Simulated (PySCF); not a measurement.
Species: C₃H₁₀GeO₂.
Cartesian coordinates in Å at the PBE0-D3(BJ)/def2-SVP level; atoms count from 1:
```
atom  x, y, z in Å
C1    -2.6498   -0.1316    0.3520
C2    -1.4158    0.4504   -0.3075
O3    -0.3421    0.5836    0.5887
Ge4    0.7208   -0.7809    1.0003
O5     2.3654   -0.1348    1.0141
C6     2.8695    0.5312   -0.1124
H7    -3.5010   -0.1525   -0.3460
H8    -2.9322    0.4693    1.2296
H9    -2.4695   -1.1647    0.6927
H10   -1.6386    1.4589   -0.6963
H11   -1.1327   -0.1676   -1.1844
H12    0.5440   -1.8394   -0.1135
H13    0.4877   -1.2768    2.4294
H14    3.8866    0.8845    0.1189
H15    2.2551    1.4072   -0.3873
H16    2.9376   -0.1300   -0.9986
```

Computed with core-valence-separated Tamm–Dancoff BHandHLYP/aug-pcX-1 (pcseg-1 on H, def2-SVPD on Ge) in PySCF, non-relativistic, gas phase, PBE0-D3(BJ)/def2-SVP geometry. Absolute energies from this functional tend to lie a few eV below measured edges; no shift was applied.

The lowest roots of each edge with f over 0.003 (five at most, numbered afresh; weaker and dark ones are left out), with transition dipoles (au) in the frame of the coordinates:

```
root  edge  E (eV)       μx       μy       μz
   1     C  285.26  -0.0270  -0.0270   0.0109
   2     C  285.91   0.0411  -0.0402   0.0283
   3     C  286.18  -0.0026  -0.0370  -0.0468
   4     C  286.51  -0.0287  -0.0203   0.0539
   5     C  286.57  -0.0010  -0.0015   0.0231
   6     O  532.03   0.0140  -0.0384   0.0055
   7     O  532.05   0.0334   0.0120   0.0138
   8     O  533.21  -0.0110  -0.0119   0.0171
   9     O  533.32   0.0174  -0.0216  -0.0034
  10     O  533.64   0.0027   0.0115   0.0121
```

**Question.** What are the oscillator strengths?

**Answer.** f = (2/3) ΔE |μ|², with ΔE in hartree (27.2114 eV):

| root | ΔE (Eh) | \|μ\|² (au) | f | core hole on |
| --- | --- | --- | --- | --- |
| 1 | 10.4833 | 0.001577 | 0.011 | C1 |
| 2 | 10.5071 | 0.004106 | 0.029 | C1 |
| 3 | 10.5168 | 0.003566 | 0.025 | C1 |
| 4 | 10.5291 | 0.004141 | 0.029 | C6 |
| 5 | 10.5312 | 0.000537 | 0.004 | C1 |
| 6 | 19.5519 | 0.001701 | 0.022 | O3 |
| 7 | 19.5523 | 0.001450 | 0.019 | O5 |
| 8 | 19.5953 | 0.000555 | 0.007 | O3 |
| 9 | 19.5991 | 0.000781 | 0.010 | O5 |
| 10 | 19.6111 | 0.000286 | 0.004 | O3 |

**Question.** Molecules are fixed in this frame and the field points along (1, 0, −1)/√2. What effective strengths 3 f cos²θ do the roots have (θ between field and μ)?

**Answer.** root 1 (C1): 0.015, root 2 (C1): 0.002, root 3 (C1): 0.021, root 4 (C6): 0.072, root 5 (C1): 0.006, root 6 (O3): 0.001, root 7 (O5): 0.008, root 8 (O3): 0.015, root 9 (O5): 0.009, root 10 (O3): 0.002. Root 4 is the strongest. Averaged over all orientations cos²θ is 1/3, which gives f back.

 Relativistic effects, spin–orbit coupling among them, are left out although an element past zinc is present.

The run took 70 s wall on one thread, Intel Xeon at 2.50 GHz (x86_64), shared host with 64 logical CPUs at a one-minute load of 63, and the process peaked at 1.1 GiB of memory.

One conformer stands for the species.
